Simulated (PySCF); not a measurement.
Shifts of the heteroatoms

Geometry:
```tsv
atom	x (Å)	y (Å)	z (Å)
C1	-2.699	0.510	-1.454
C2	-2.122	-0.819	-0.960
C3	-1.680	-0.704	0.466
C4	-0.437	-0.501	0.872
C5	0.767	-0.378	-0.016
O6	1.875	0.008	0.740
Si7	3.255	0.681	0.213
O8	4.144	0.892	1.547
H9	-1.943	1.290	-1.408
H10	-3.540	0.813	-0.836
H11	-3.040	0.417	-2.482
H12	-1.285	-1.110	-1.595
H13	-2.892	-1.591	-1.037
H14	-2.470	-0.763	1.203
H15	-0.210	-0.412	1.925
H16	0.983	-1.343	-0.498
H17	0.585	0.353	-0.814
H18	4.022	-0.205	-0.656
H19	2.965	1.964	-0.433
H20	3.717	0.909	2.400
```

- structure optimised with GFN2-xTB
- NMR shieldings at PBE0/pcSseg-1/GIAO
- program: PySCF
- one averaged value for each set of equivalent atoms, non-relativistic Hamiltonian, no solvent, one conformer

Q: Predict the 29Si NMR data.

A: 
```json
{"atoms": "Si7", "environment": "silicon bonded to 2 O, 2 H", "σ (ppm)": "378.8", "δ (ppm)": "-31.4"}
```

Shieldings were converted by a linear fit to measured shifts: 29Si (scatter 8.9 ppm rms, 25.8 ppm with the 6 outliers that the fit left out vs TMS, solution or neat liquid). Occasional misses reach two or three times the rms, and more in compound classes unlike the fitted ones.

On a 500 MHz spectrometer 29Si resonates near 99.3 MHz, so 1 ppm is 99.3 Hz.

Q: What are the 17O shifts?

A: 
```tsv
atoms	environment	σ (ppm)	δ (ppm)
O6	oxygen bonded to C, Si	300.3	-6.8
O8	oxygen bonded to Si, H	307.4	-13.3
```

Shieldings were converted by a linear fit to measured shifts: 17O (scatter 10.7 ppm rms, 12.2 ppm with the 3 outliers that the fit left out vs liquid water, solution or neat liquid). Occasional misses reach two or three times the rms, and more in compound classes unlike the fitted ones.

On a 500 MHz spectrometer 17O resonates near 67.8 MHz, so 1 ppm is 67.8 Hz.
